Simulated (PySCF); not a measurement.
## Highest orbital energy against ionisation energy along the second row

Calculated with PySCF 2.14, no spin-orbit coupling. Each cell gives −ε(HOMO) / ΔSCF in eV; NIST values include spin-orbit coupling, (s) semi-empirical, (t) theoretical.

```
                               species              UHF              LDA              PBE             PBE0           r2SCAN  NIST (lowest levels)
 B²⁺ (aug-cc-pwCVQZ, non-relativistic)  37.823 / 37.818  32.359 / 37.898  32.656 / 38.291  34.054 / 38.231  32.904 / 37.853                37.931
 C²⁺ (aug-cc-pwCVQZ, non-relativistic)  46.098 / 45.779  40.158 / 46.949  40.361 / 47.106  42.038 / 47.041  40.665 / 46.616                47.888
 N²⁺ (aug-cc-pwCVQZ, non-relativistic)  48.035 / 47.296  38.582 / 47.867  38.831 / 48.021  41.259 / 48.004  39.784 / 48.223            47.445 (s)
 O²⁺ (aug-cc-pwCVQZ, non-relativistic)  55.793 / 54.608  44.990 / 55.421  45.062 / 55.269  47.897 / 55.303  46.127 / 55.599            54.936 (s)
 F²⁺ (aug-cc-pwCVQZ, non-relativistic)  63.885 / 62.255  51.612 / 63.186  51.566 / 62.851  54.819 / 62.930  52.815 / 63.172            62.708 (s)
Ne²⁺ (aug-cc-pwCVQZ, non-relativistic)  64.134 / 61.836  52.165 / 63.651  52.561 / 63.890  55.761 / 63.740  53.420 / 63.629                63.423
```

Question: How far is −ε(HOMO) from ΔSCF on average for each method, and why?

Answer: UHF 1.03 eV; LDA -9.18 eV; PBE -9.07 eV; PBE0 -6.57 eV; r2SCAN -8.23 eV. Hartree-Fock orbital energies lack relaxation and so exceed the ΔSCF value; semilocal functionals have convex E(N) from self-interaction, so their HOMO lies far too high; exact exchange moves hybrids part of the way back.
